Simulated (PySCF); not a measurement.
**[Cd(H)2] (charge 0, multiplicity 1)**

Calculation: PySCF 2.14.0 with TPSSh-D3(BJ)/def2-TZVP // r2SCAN-D4/def2-SVP.

```json
{
  "HOMO": "-7.29 eV",
  "dipole_moment": "0.00 D",
  "HOMO–LUMO gap": "6.35 eV",
  "LUMO": "-0.94 eV",
  "charge on the central atom (Mulliken)": "0.31 e",
  "total_energy": "-4595.14 eV",
  "cost": "about 12 core-seconds (a rough figure)"
}
```

Bonds (Å): Cd1–H2 1.672, Cd1–H3 1.672. Bond angles (°): H2–Cd1–H3 180.0.
